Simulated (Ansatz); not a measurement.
A single point on CH3BrClSi, SMILES `C[Si](Cl)Br` radical.

```yaml
crystal:
  periodic: [false, false, false]
  atoms:
    - {symbol: C, position_ang: [-0.113707, 0.871005, -0.079311]}
    - {symbol: Si, position_ang: [-0.332521, -0.897058, 0.471474]}
    - {symbol: Cl, position_ang: [1.376048, -1.511179, 1.440762]}
    - {symbol: Br, position_ang: [-0.669264, -2.190989, -1.308323]}
    - {symbol: H, position_ang: [-1.007627, 1.212959, -0.603589]}
    - {symbol: H, position_ang: [0.064175, 1.510521, 0.787398]}
    - {symbol: H, position_ang: [0.743995, 0.936843, -0.754011]}
basis:
  gaussian: {orbitals: def2-TZVPP}
magnetization: {spin_polarized: true, initial_magnetization: 1}
hamiltonian: {xc: pbe}
correlation: {method: rpa}
```

```sh
$ ansatz run in.yaml --threads 4 --pin off --events-out ev --progress --plain --max-ram 10444MiB
```

It prints (some lines left out):

```
Functional definition: PBE
  name "PBE"
  cite "Perdew, Burke & Ernzerhof, Phys. Rev. Lett. 77, 3865 (1996) doi:10.1103/PhysRevLett.77.3865"
  parent pbe
  parameter kappa = 0.804
  parameter beta = 0.06672455060314922
  exchange = pbe_x(kappa = kappa, mu = beta*pi^2/3)
  correlation = pbe_c(beta = beta)
1237 factors; integrals over basis functions are off by at most 8.8e-4 eV
mean field evaluation 1: about -91504.9236 eV, gradient 4.5e1 eV
mean field evaluation 2: about -91504.9205 eV, gradient 4.5e1 eV
mean field evaluation 4: about -91513.4940 eV, gradient 1.2e1 eV
mean field evaluation 8: about -91514.3276 eV, gradient 1.2e-1 eV
mean field evaluation 16: about -91514.3275 eV, gradient 2.7e-4 eV
mean field -91514.32749058 eV, -3363.0895046397 hartree, gradient 3.1e-6 eV, S^2 0.751903; 0 other end points of the search recorded, 0 dependent functions left out
20 core orbitals not correlated: weight in the atoms' cores, before any rotation towards them, 1.000 or more for the frozen orbitals, at most 0.000 for the correlated occupied ones
reference -91444.67385017 eV, -3360.5297805675 hartree; 18, 17 occupied and 167, 168 virtual orbitals, 1237 factors
Total energy: -91477.24776050 eV, -3361.7268496928 hartree
```

Run time 1.9 s (4 threads of an AMD EPYC 9R45 on a shared host); peak host memory 0.54 GiB.
